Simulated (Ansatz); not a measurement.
Ansatz (a first-principles code) input (CCSD(T)/def2-TZVPPD):
A basis named .json is the Basis Set Exchange file of that set.

Ansatz 0.2 input:
```yaml
crystal:
  periodic: [false, false, false]
  atoms:
    - {symbol: Au, position_ang: [-0.00000000, -0.00000000, -0.38970921]}
    - {symbol: C, position_ang: [0.00000000, 0.00000000, 1.56191217]}
    - {symbol: O, position_ang: [0.00000000, 0.00000000, 2.67694432]}
basis:
  gaussian:
    orbitals: def2-TZVPPD.json
total_charge: 2
magnetization: {spin_polarized: true, initial_magnetization: 1}
correlation: {method: ccsd_t, electrons: outside_noble_gas}
```

Output:

```
Functional definition: HF
integrals: 0.43 GiB planned
895 factors; integrals over basis functions are off by at most 1.3e-3 eV
mean field: 0.39 GiB planned
mean field evaluation 1: about -6705.8755 eV, gradient 4.6e1 eV
mean field evaluation 2: about -6705.8843 eV, gradient 4.6e1 eV
mean field evaluation 4: about -6712.6737 eV, gradient 6.1e0 eV
mean field evaluation 8: about -6712.9309 eV, gradient 4.6e-1 eV
mean field evaluation 16: about -6712.9409 eV, gradient 7.1e-3 eV
mean field evaluation 32: about -6712.9071 eV, gradient 9.5e-1 eV
mean field evaluation 64: about -6712.9319 eV, gradient 4.9e-1 eV
mean field evaluation 96: about -6712.9409 eV, gradient 6.3e-6 eV
mean field evaluation 128: about -6711.5201 eV, gradient 1.2e-1 eV
mean field evaluation 160: about -6711.5212 eV, gradient 9.0e-4 eV
mean field evaluation 192: about -6711.8777 eV, gradient 8.1e-3 eV
mean field evaluation 224: about -6711.5145 eV, gradient 1.9e-1 eV
mean field evaluation 256: about -6712.9409 eV, gradient 5.7e-3 eV
mean field evaluation 288: about -6711.5212 eV, gradient 3.0e-2 eV
mean field -6712.94085147 eV, -246.6960260969 hartree, gradient 6.3e-6 eV, S^2 0.764977; 12 other end points of the search recorded, 0 dependent functions left out
determinant -6712.94085147 eV, -246.6960260969 hartree, with singles and doubles -6730.74488092 eV, -247.3503121111 hartree
determinant -6711.87772078 eV, -246.6569567644 hartree, with singles and doubles -6729.51566470 eV, -247.3051392483 hartree
determinant -6711.52124612 eV, -246.6438565626 hartree, with singles and doubles -6729.12968094 eV, -247.2909546066 hartree
6 core orbitals not correlated
reference -6712.94085147 eV, -246.6960260969 hartree; 10, 9 occupied and 120, 121 virtual orbitals, 895 factors
second order -18.22042474 eV of doubles, -0.00000000 eV of singles
coupled cluster: 1.20 GiB planned
cycle   1  -17.68562810 eV  change    -1.2e0 eV  update   2.4e-2
cycle   2  -17.73221066 eV  change   -4.7e-2 eV  update   6.4e-3
cycle   3  -17.72765214 eV  change    4.6e-3 eV  update   3.7e-3
cycle   4  -17.73032095 eV  change   -2.7e-3 eV  update   1.8e-3
cycle   5  -17.73191354 eV  change   -1.6e-3 eV  update   8.9e-4
cycle   6  -17.73241620 eV  change   -5.0e-4 eV  update   3.8e-4
cycle   7  -17.73272041 eV  change   -3.0e-4 eV  update   1.4e-4
cycle   8  -17.73277302 eV  change   -5.3e-5 eV  update   6.0e-5
cycle   9  -17.73278567 eV  change   -1.3e-5 eV  update   2.3e-5
perturbative correction -0.82299867 eV, -0.0302446434 hartree
Total energy: -6731.49663581 eV, -247.3779385939 hartree
```

This state (charge 2, doublet) is run at the relaxed geometry of the species with charge 1 and multiplicity 1.
